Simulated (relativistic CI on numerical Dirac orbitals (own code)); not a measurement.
Computed by Dirac-Coulomb-Breit CI, KLI orbitals optimised for each configuration, QED by a radiative potential, unscaled Slater integrals (own radial code, finite nucleus).

The strongest absorption lines from the ground level of an ion, among the configurations computed and to levels below about 568 eV (vacuum wavelength in Å, gf): 21.862 (0.71), 21.880 (0.69), 22.473 (1), 22.488 (0.47), 22.589 (0.49), 42.415 (13), 42.512 (7.1), 42.659 (10).

**Question.** Which ion is it?
A. Au XXXV
B. Ta XXIX
C. At XLI
D. Os XXXII

**Answer.** A. Au XXXV has 45 electrons and the ground level 4s2 4p6 4d9 2D_5/2; the strongest line goes to 4s2 4p6 4d8 4f 2F°_7/2. The pattern of lines fixes the number of electrons, and along that sequence the line energies rise steadily with the charge (about as its square where n changes within one kind of shell, about linearly where n is kept but much faster in heavy ions where fine structure, which grows about as Z⁴, sets the gap, and irregularly where shells cross), which fixes Z. Configurations outside the model, such as inner-shell arrays, can give stronger lines. At this charge energies of transitions that change n are usually good to better than 1 %, and those within a shell (Δn = 0) to a few per cent.

LS names give the leading component of a level, which can be under half, so a name can repeat, a term be missing and a line seem to break the LS rules.
